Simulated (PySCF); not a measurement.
AlH₃, SMILES [AlH3].

Geometry optimised at PBE-D3(BJ)/def2-TZVPD. The isomer is the one that the SMILES or the coordinates give; other isomers of the formula were not compared.

The numbers are results of PBE-D3(BJ)/def2-TZVPD run with PySCF, not measurements.

Frequencies are harmonic and unscaled.

Modes within 1.5 cm⁻¹ of each other (mostly degenerate sets) share a row, with their intensities summed.

| mode | ν (cm⁻¹) | IR (km/mol) | moving atoms (share of kinetic energy) |
|---|---|---|---|
| 1 | 681 | 286.2 | H 90 %, Al 10 % |
| 2–3 | 764 | 381.6 | H 95 % |
| 4 | 1867 | 0.0 | H 100 % |
| 5–6 | 1882 | 482.1 | H 95 % |
